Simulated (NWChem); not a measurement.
System: SiH3O4, doublet; SMILES [O][Si](O)(O)O

Parts of the log:

```
             Northwest Computational Chemistry Package (NWChem) 7.3.0
             --------------------------------------------------------

                             Geometry "geometry" -> ""
                             -------------------------

 Output coordinates in angstroms (scale by  1.889725989 to convert to a.u.)

  No.       Tag          Charge          X              Y              Z
 ---- ---------------- ---------- -------------- -------------- --------------
    1 O                    8.0000    -0.29209700     1.01863400    -1.33917100
    2 Si                  14.0000    -0.02573800    -0.00431300    -0.04928900
    3 O                    8.0000    -1.35524300    -0.95423100     0.11212900
    4 O                    8.0000     1.25873000    -1.02399200    -0.15353600
    5 O                    8.0000     0.27353500     1.06458700     1.17553400
    6 H                    1.0000    -1.16482700    -1.87753000     0.33326900
    7 H                    1.0000     2.13498500    -0.61578000    -0.11707200
    8 H                    1.0000    -0.40484700     1.74025800     1.32197600

 Effective nuclear repulsion energy (a.u.)     254.7339284179

                                 NWChem DFT Module
                                 -----------------

 Summary of "ao basis" -> "ao basis" (spherical)
 ------------------------------------------------------------------------------
       Tag                 Description            Shells   Functions and Types
 ---------------- ------------------------------  ------  ---------------------
 O                           6-31g*                  6       14   3s2p1d
 Si                          6-31g*                  8       18   4s3p1d
 H                           6-31g*                  2        2   2s

 in cosmo_initialize ...
 calling solv_data for solv:anisole

 solvent parameters
 solvname_short: anisole
 solvname_long:  anisole
 dielec:        4.2247
 dielecinf:     2.3025
 nonaqueous SMD model solvent descriptors
 dielec:        4.2247
 sola:          0.0000
 solb:          0.2900
 solc:          0.7500
 solg:         50.5200
 solh:          0.0000
 soln:          1.5174

          ---------------
          -cosmo- solvent
          ---------------
 Cosmo: York-Karplus, doi: 10.1021/jp992097l
 dielectric constant -eps-     =   4.22
 screen = (eps-1)/(eps    )    =   0.76330
 surface charge correction     = lagrangian

   van der Waals surface
 --------------------------

 ---------- ATOMIC COORDINATES (A.U.) ------------ VDWR(ANG.) --
     1   -0.55198329    1.92493914   -2.53066624     2.294
     2   -0.04863777   -0.00815039   -0.09314270     2.470
     3   -2.56103792   -1.80323512    0.21189309     2.294
     4    2.37865479   -1.93506429   -0.29014097     2.294
     5    0.51690620    2.01177772    2.22143715     2.294
     6   -2.20120385   -3.54801724    0.62978709     1.200
     7    4.03453664   -1.16365547   -0.22123400     1.200
     8   -0.76504990    3.28861077    2.49817240     1.200
 number of segments per atom =        128
 number of   points per atom =        128
 atom (   nspa,  nppa )
 ----------------------
    1 (     76,     0 )       0
    2 (      8,     0 )       0
    3 (     77,     0 )       0
    4 (     77,     0 )       0
    5 (     75,     0 )       0
    6 (      2,     0 )       0
    7 (      1,     0 )       0
    8 (      1,     0 )       0
 number of -cosmo- surface points =      317
 molecular surface =    152.422 angstrom**2
 molecular volume  =    151.487 angstrom**3
 -lineq- algorithm             =   0
 -bem- low  level              =   3
 -bem- from -octahedral-
 gaussian surface charge width =   4.50000
 degree of switching           =   1.00000
 switching function tolerance  =   0.00010
 atomic radii =
 --------------
    1  8.000  2.294
    2 14.000  2.470
    3  8.000  2.294
    4  8.000  2.294
    5  8.000  2.294
    6  1.000  1.200
    7  1.000  1.200
    8  1.000  1.200
 ...... end of -cosmo- initialization ......

 nat:                     8
 ixmem:                  3618
 calling mnsol_interface()
 G(SMD-CDS) energy (kcal/mol)  =    -2.147
 SMD-CDS SASA (angstrom**2)    =   128.855

            General Information
            -------------------
          SCF calculation type: DFT
          Wavefunction type:  spin polarized.
          No. of atoms     :     8
          No. of electrons :    49
           Alpha electrons :    25
            Beta electrons :    24
          Charge           :     0
          Spin multiplicity:     2
          Use of symmetry is: off; symmetry adaption is: off
          Maximum number of iterations: 150
          AO basis - number of functions:    80
                     number of shells:    38
          Convergence on energy requested:  1.00D-06
          Convergence on density requested:  1.00D-05
          Convergence on gradient requested:  5.00D-04

              XC Information
              --------------
                         PBE0 Method XC Functional
                     Hartree-Fock (Exact) Exchange  0.250
          PerdewBurkeErnzerhof Exchange Functional  0.750
            Perdew 1991 LDA Correlation Functional  1.000 local
           PerdewBurkeErnz. Correlation Functional  1.000 non-local

             Grid Information
             ----------------
          Grid used for XC integration:  medium
          Radial quadrature: Mura-Knowles
          Angular quadrature: Lebedev.
          Tag              B.-S. Rad. Rad. Pts. Rad. Cut. Ang. Pts.
          ---              ---------- --------- --------- ---------
          O                   0.60       49          10.0       434
          Si                  1.10       88           8.0       590
          H                   0.35       45          10.0       434
          Grid pruning is: on
          Number of quadrature shells:   419
          Spatial weights used:  Erf1

      Superposition of Atomic Density Guess
      -------------------------------------

 Sum of atomic energies:        -589.32941407

      Non-variational initial energy
      ------------------------------

 Total energy =    -590.526956
 1-e energy   =   -1321.105447
 2-e energy   =     475.844563
 HOMO         =      -0.431497
 LUMO         =       0.039759

[...]

                                COSMO-SMD solvation results
                                ---------------------------

             internal energy in gas <Psi(g)|H|Psi(g)> =      -591.818390356823
         internal energy in solvent <Psi(s)|H|Psi(s)> =      -591.818065617217
                               delta internal energy  =         0.000324739606 (    0.20 kcal/mol)
   total free energy in solvent <Psi(s)|H+V/2|Psi(s)> =      -591.826605041258
 polarization energy contribution <Psi(s)|V/2|Psi(s)> =        -0.008539424041 (   -5.36 kcal/mol)
    total free energy in solvent including G(SMD-CDS) =      -591.830026380310
                       G(SMD-CDS) energy contribution =        -0.003421339052 (   -2.15 kcal/mol)
     1 M fixed-concentration free energy of solvation =        -0.011636023487 (   -7.30 kcal/mol)

                    DFT Final Alpha Molecular Orbital Analysis
                    ------------------------------------------

 Vector   23  Occ=1.000000D+00  E=-3.640356D-01
              MO Center= -2.2D-01,  3.2D-01,  2.7D-01, r^2= 3.1D+00
   Bfn.  Coefficient  Atom+Function         Bfn.  Coefficient  Atom+Function
  ----- ------------  ---------------      ----- ------------  ---------------
    65      0.396576  5 O  pz                69      0.285515  5 O  pz
    37      0.277448  3 O  pz                 5      0.256938  1 O  pz
    41      0.203995  3 O  pz                 9      0.150539  1 O  pz
    51      0.149921  4 O  pz                35     -0.148779  3 O  px
     4     -0.132729  1 O  py                 3      0.130749  1 O  px

 Vector   24  Occ=1.000000D+00  E=-3.423343D-01
              MO Center=  1.8D-01,  2.0D-01,  2.5D-01, r^2= 3.1D+00
   Bfn.  Coefficient  Atom+Function         Bfn.  Coefficient  Atom+Function
  ----- ------------  ---------------      ----- ------------  ---------------
    51      0.293326  4 O  pz                65     -0.280307  5 O  pz
    64      0.271749  5 O  py                37      0.233140  3 O  pz
    55      0.227281  4 O  pz                69     -0.215416  5 O  pz
    68      0.208417  5 O  py                 4     -0.196325  1 O  py
    41      0.176687  3 O  pz                63      0.157504  5 O  px

 Vector   25  Occ=1.000000D+00  E=-3.344000D-01
              MO Center= -1.5D-01, -2.7D-01, -1.5D-01, r^2= 3.2D+00
   Bfn.  Coefficient  Atom+Function         Bfn.  Coefficient  Atom+Function
  ----- ------------  ---------------      ----- ------------  ---------------
    37      0.381200  3 O  pz                51     -0.339542  4 O  pz
     3     -0.309629  1 O  px                41      0.294112  3 O  pz
    55     -0.267204  4 O  pz                 7     -0.218010  1 O  px
    63      0.200961  5 O  px                67      0.145886  5 O  px
    64      0.121494  5 O  py                68      0.093563  5 O  py

 Vector   26  Occ=0.000000D+00  E= 4.454778D-02
              MO Center=  1.0D-01, -1.2D-01,  2.3D-01, r^2= 5.2D+00
   Bfn.  Coefficient  Atom+Function         Bfn.  Coefficient  Atom+Function
  ----- ------------  ---------------      ----- ------------  ---------------
    24      1.145575  2 Si s                 52     -0.589194  4 O  s
    66     -0.577090  5 O  s                 38     -0.571959  3 O  s
    78      0.431148  7 H  s                 80      0.419926  8 H  s
    76      0.407888  6 H  s                  6     -0.305584  1 O  s
    54     -0.178122  4 O  py                39     -0.170896  3 O  px

 Vector   27  Occ=0.000000D+00  E= 9.878269D-02
              MO Center=  5.0D-01,  1.9D-01,  1.7D-01, r^2= 5.6D+00
   Bfn.  Coefficient  Atom+Function         Bfn.  Coefficient  Atom+Function
  ----- ------------  ---------------      ----- ------------  ---------------
    52      0.738069  4 O  s                 78     -0.679474  7 H  s
    80      0.509575  8 H  s                 25     -0.499186  2 Si px
    66     -0.486289  5 O  s                 27      0.355154  2 Si pz
    26      0.334052  2 Si py                38     -0.272909  3 O  s
    67      0.265421  5 O  px                76      0.246591  6 H  s

 Vector   28  Occ=0.000000D+00  E= 1.016285D-01
              MO Center= -4.6D-01, -3.2D-01,  4.1D-01, r^2= 5.8D+00
   Bfn.  Coefficient  Atom+Function         Bfn.  Coefficient  Atom+Function
  ----- ------------  ---------------      ----- ------------  ---------------
    38      0.769772  3 O  s                 76     -0.754399  6 H  s
    80      0.644026  8 H  s                 66     -0.620545  5 O  s
    25      0.429632  2 Si px                26      0.430189  2 Si py
    40     -0.253495  3 O  py                21      0.222035  2 Si px
    68     -0.185333  5 O  py                36     -0.166532  3 O  py

                     DFT Final Beta Molecular Orbital Analysis
                     -----------------------------------------

 Vector   22  Occ=1.000000D+00  E=-3.520691D-01
              MO Center= -1.7D-01,  5.6D-01,  2.4D-01, r^2= 3.0D+00
   Bfn.  Coefficient  Atom+Function         Bfn.  Coefficient  Atom+Function
  ----- ------------  ---------------      ----- ------------  ---------------
    65      0.395214  5 O  pz                69      0.293412  5 O  pz
     4     -0.264618  1 O  py                37      0.229578  3 O  pz
     5      0.205652  1 O  pz                 8     -0.179606  1 O  py
    64     -0.172843  5 O  py                41      0.171726  3 O  pz
    35     -0.149848  3 O  px                68     -0.138482  5 O  py

 Vector   23  Occ=1.000000D+00  E=-3.431150D-01
              MO Center= -4.6D-01,  3.2D-02,  2.8D-01, r^2= 3.0D+00
   Bfn.  Coefficient  Atom+Function         Bfn.  Coefficient  Atom+Function
  ----- ------------  ---------------      ----- ------------  ---------------
    37      0.399681  3 O  pz                41      0.308550  3 O  pz
    64      0.255190  5 O  py                63      0.246661  5 O  px
     3      0.209066  1 O  px                68      0.201065  5 O  py
    67      0.174138  5 O  px                65     -0.153753  5 O  pz
     7      0.150918  1 O  px                50     -0.143110  4 O  py

 Vector   24  Occ=1.000000D+00  E=-3.219330D-01
              MO Center= -1.6D-02,  3.2D-01, -7.3D-01, r^2= 2.8D+00
   Bfn.  Coefficient  Atom+Function         Bfn.  Coefficient  Atom+Function
  ----- ------------  ---------------      ----- ------------  ---------------
     3      0.459893  1 O  px                 7      0.336355  1 O  px
    51      0.288936  4 O  pz                55      0.228165  4 O  pz
    37     -0.213733  3 O  pz                 5     -0.177328  1 O  pz
    41     -0.161454  3 O  pz                63     -0.138029  5 O  px
     9     -0.131713  1 O  pz                50     -0.125289  4 O  py

 Vector   25  Occ=0.000000D+00  E=-1.609357D-01
              MO Center= -2.6D-01,  9.0D-01, -1.1D+00, r^2= 1.4D+00
   Bfn.  Coefficient  Atom+Function         Bfn.  Coefficient  Atom+Function
  ----- ------------  ---------------      ----- ------------  ---------------
     4      0.401044  1 O  py                 8      0.337195  1 O  py
     5      0.327484  1 O  pz                 9      0.272384  1 O  pz
     3      0.213182  1 O  px                65      0.180211  5 O  pz
     7      0.174699  1 O  px                69      0.141832  5 O  pz
    26      0.137359  2 Si py                37     -0.109178  3 O  pz

 Vector   26  Occ=0.000000D+00  E= 4.683128D-02
              MO Center=  1.2D-01, -1.5D-01,  2.8D-01, r^2= 5.2D+00
   Bfn.  Coefficient  Atom+Function         Bfn.  Coefficient  Atom+Function
  ----- ------------  ---------------      ----- ------------  ---------------
    24      1.128035  2 Si s                 52     -0.601607  4 O  s
    66     -0.581821  5 O  s                 38     -0.573993  3 O  s
    78      0.447090  7 H  s                 80      0.429396  8 H  s
    76      0.412520  6 H  s                  6     -0.290740  1 O  s
    54     -0.175898  4 O  py                39     -0.172684  3 O  px

 Vector   27  Occ=0.000000D+00  E= 1.003223D-01
              MO Center=  5.6D-01, -2.0D-01,  6.0D-02, r^2= 5.6D+00
   Bfn.  Coefficient  Atom+Function         Bfn.  Coefficient  Atom+Function
  ----- ------------  ---------------      ----- ------------  ---------------
    52      0.732217  4 O  s                 78     -0.707438  7 H  s
    25     -0.608599  2 Si px                38     -0.507161  3 O  s
    76      0.468297  6 H  s                 80      0.289842  8 H  s
    27      0.269718  2 Si pz                66     -0.260598  5 O  s
    53      0.223231  4 O  px                67      0.220721  5 O  px

   alpha - beta orbital overlaps
   -----------------------------

   alpha      1      2      3      4      5      6      7      8      9     10
    beta      1      2      3      4      5      6      7      8      9     10
 overlap   1.000  1.000  1.000  1.000  1.000  1.000  0.983  0.989  0.993  0.976

   alpha     11     12     13     14     15     16     17     18     19     20
    beta     11     12     13     14     15     16     17     25     18     19
 overlap   0.991  0.992  0.974  0.999  0.967  0.968  0.820  0.559  0.851  0.900

   alpha     21     22     23     24     25     26     27     28     29     30
    beta     20     21     22     23     24     26     27     28     29     30
 overlap   0.819  0.897  0.949  0.759  0.875  0.999  0.946  0.938  0.996  0.814

[...]
```

Level: PBE0/6-31G* (spherical d), spin-unrestricted, SMD on the gas-phase geometry. The radical's symmetric form is orbitally degenerate, so geometry and low modes hang on which distorted state is reached. All runs use the structure optimised with B3LYP/6-31G* (spherical d), spin-unrestricted. No stability test was run on the SCF state. Solvent: anisole.

Question: Reconstruct the input file.

Answer: This is not unique; one that fits is the input that was run:
```
start job
memory heap 200 mb stack 900 mb global 1100 mb
geometry units angstroms noautosym nocenter noautoz
  O     -0.292097     1.018634    -1.339171
  Si    -0.025738    -0.004313    -0.049289
  O     -1.355243    -0.954231     0.112129
  O      1.258730    -1.023992    -0.153536
  O      0.273535     1.064587     1.175534
  H     -1.164827    -1.877530     0.333269
  H      2.134985    -0.615780    -0.117072
  H     -0.404847     1.740258     1.321976
end
basis spherical
  * library 6-31g*
end
dft
  odft
  mult 2
  xc pbe0
  iterations 150
end
cosmo
  do_cosmo_smd true
  solvent anisole
end
task dft energy
```
